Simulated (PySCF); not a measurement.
# Energy of Xe (xenon, neutral) between two integer charges

The 5p beta orbital of [Xe] is emptied in steps (occupation f), with all orbitals relaxed, ending at [Kr] 4d10 5s2 5p5. Calculation: PySCF 2.14, in x2c-TZVPall (8s6p4d2f, 60 functions); the spin-free X2C one-electron Hamiltonian (Gaussian nucleus). The exact energy is a straight line in f; departures are measured from the line between the end points of the same method.

```json
{"f": "1", "UHF (eV)": "0.000", "LDA (eV)": "0.000", "PBE (eV)": "0.000", "PBE0 (eV)": "0.000", "r2SCAN (eV)": "0.000", "LC-wPBE (eV)": "0.000", "BHandHLYP (eV)": "0.000", "wB97X (eV)": "0.000", "BLYP (eV)": "0.000", "MN15 (eV)": "0.000"}
{"f": "0.8", "UHF (eV)": "0.140", "LDA (eV)": "-0.690", "PBE (eV)": "-0.666", "PBE0 (eV)": "-0.467", "r2SCAN (eV)": "-0.616", "LC-wPBE (eV)": "-0.030", "BHandHLYP (eV)": "-0.284", "wB97X (eV)": "-0.094", "BLYP (eV)": "-0.681", "MN15 (eV)": "-0.348"}
{"f": "0.6", "UHF (eV)": "0.207", "LDA (eV)": "-1.037", "PBE (eV)": "-0.999", "PBE0 (eV)": "-0.699", "r2SCAN (eV)": "-0.914", "LC-wPBE (eV)": "-0.043", "BHandHLYP (eV)": "-0.428", "wB97X (eV)": "-0.147", "BLYP (eV)": "-1.022", "MN15 (eV)": "-0.518"}
{"f": "0.4", "UHF (eV)": "0.203", "LDA (eV)": "-1.038", "PBE (eV)": "-0.998", "PBE0 (eV)": "-0.697", "r2SCAN (eV)": "-0.904", "LC-wPBE (eV)": "-0.041", "BHandHLYP (eV)": "-0.430", "wB97X (eV)": "-0.156", "BLYP (eV)": "-1.024", "MN15 (eV)": "-0.513"}
{"f": "0.2", "UHF (eV)": "0.133", "LDA (eV)": "-0.693", "PBE (eV)": "-0.664", "PBE0 (eV)": "-0.463", "r2SCAN (eV)": "-0.598", "LC-wPBE (eV)": "-0.026", "BHandHLYP (eV)": "-0.288", "wB97X (eV)": "-0.113", "BLYP (eV)": "-0.683", "MN15 (eV)": "-0.338"}
{"f": "0", "UHF (eV)": "0.000", "LDA (eV)": "0.000", "PBE (eV)": "0.000", "PBE0 (eV)": "0.000", "r2SCAN (eV)": "0.000", "LC-wPBE (eV)": "0.000", "BHandHLYP (eV)": "0.000", "wB97X (eV)": "0.000", "BLYP (eV)": "0.000", "MN15 (eV)": "0.000"}
```

```
   method  E(f=0) − E(f=1) (eV)  −ε at f=1 (eV)  −ε at f=0.4 (eV)
      UHF                11.543          12.435            11.356
      LDA                12.694           8.392            13.552
      PBE                12.384           8.221            13.222
     PBE0                12.458           9.534            13.049
   r2SCAN                12.506           8.625            13.303
  LC-wPBE                12.467          12.270            12.512
BHandHLYP                12.400          10.627            12.748
    wB97X                12.422          11.854            12.499
     BLYP                12.264           8.018            13.111
     MN15                12.329          10.140            12.783
```

Orbital energy along the path (eV):

```tsv
f	UHF	LDA	PBE	PBE0	r2SCAN	LC-wPBE	BHandHLYP	wB97X	BLYP	MN15
1	-12.435	-8.392	-8.221	-9.534	-8.625	-12.270	-10.627	-11.854	-8.018	-10.140
0.8	-12.057	-10.100	-9.887	-10.711	-10.227	-12.358	-11.329	-12.052	-9.707	-11.038
0.6	-11.698	-11.821	-11.555	-11.884	-11.795	-12.440	-12.035	-12.262	-11.405	-11.920
0.4	-11.356	-13.552	-13.222	-13.049	-13.303	-12.512	-12.748	-12.499	-13.111	-12.783
0.2	-11.032	-15.289	-14.881	-14.202	-14.768	-12.573	-13.471	-12.794	-14.823	-13.621
0	-10.723	-17.025	-16.532	-15.343	-16.222	-12.612	-14.215	-13.195	-16.539	-14.401
```

Reference removal energy between the ground levels: 12.130 eV (measured; NIST Atomic Spectra Database, ionization energies). The calculation has no spin-orbit coupling. UHF lacks correlation.
